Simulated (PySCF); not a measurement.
C2H7ClGe.

```xyz
11

Ge     0.3127     0.6700    -0.0761
Cl     1.2969    -1.2282     0.3309
C     -1.4866     0.2510    -0.6972
C     -2.2906    -0.5759     0.2967
H      0.3105     1.4472     1.2525
H      1.1622     1.3903    -1.1369
H     -1.9826     1.2116    -0.9196
H     -1.3784    -0.2763    -1.6588
H     -2.4384    -0.0387     1.2469
H     -3.2871    -0.8236    -0.1008
H     -1.7778    -1.5216     0.5297
```
Charge 0, spin multiplicity 1.

Geometry: PBE0-D3(BJ)/def2-SVP. One conformer was computed; it need not be the lowest.

These are PBE/pcSseg-1 (PySCF) values and carry that method's errors. Non-relativistic, no solvent.

Computed absolute GIAO shielding of each atom: isotropic value and principal components (ppm):
```json
[
 {"atom": "Ge1", "σ(iso)": "1261.7", "σ11": "1094.9", "σ22": "1269.9", "σ33": "1420.4", "span": "325.5"},
 {"atom": "Cl2", "σ(iso)": "1007.5", "σ11": "949.3", "σ22": "1022.4", "σ33": "1050.8", "span": "101.5"},
 {"atom": "C3", "σ(iso)": "163.0", "σ11": "153.9", "σ22": "164.7", "σ33": "170.4", "span": "16.5"},
 {"atom": "C4", "σ(iso)": "170.2", "σ11": "160.1", "σ22": "167.7", "σ33": "182.7", "span": "22.5"},
 {"atom": "H5", "σ(iso)": "25.9", "σ11": "19.4", "σ22": "21.5", "σ33": "36.8", "span": "17.4"},
 {"atom": "H6", "σ(iso)": "25.7", "σ11": "18.8", "σ22": "21.2", "σ33": "37.1", "span": "18.2"},
 {"atom": "H7", "σ(iso)": "30.2", "σ11": "25.0", "σ22": "28.3", "σ33": "37.3", "span": "12.3"},
 {"atom": "H8", "σ(iso)": "29.9", "σ11": "25.3", "σ22": "28.5", "σ33": "36.0", "span": "10.7"},
 {"atom": "H9", "σ(iso)": "30.3", "σ11": "25.8", "σ22": "28.3", "σ33": "36.7", "span": "10.9"},
 {"atom": "H10", "σ(iso)": "29.8", "σ11": "24.8", "σ22": "27.0", "σ33": "37.7", "span": "12.8"},
 {"atom": "H11", "σ(iso)": "29.7", "σ11": "24.0", "σ22": "30.6", "σ33": "34.5", "span": "10.5"}
]
```
